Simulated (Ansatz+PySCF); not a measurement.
Values are calculated unless marked as measured or tabulated.
Input for PySCF 2.14.0:

```python
from pyscf import gto, dft

mol = gto.M(atom="""
H 0.000000 0.000000 0.000000
""", basis='aug-cc-pvdz', charge=-1, spin=0)
mf = dft.UKS(mol, xc='wb97x')
mf.kernel()
print(mf.converged, mf.e_tot, mf.spin_square()[0])
```

The script is written out from the run's settings.

The run gave:

| Property | Result |
| --- | --- |
| Converged | yes |
| Total energy | -0.52749 hartree |
| Spin squared of the determinant | 0.000 |
| Cycles | 6 |
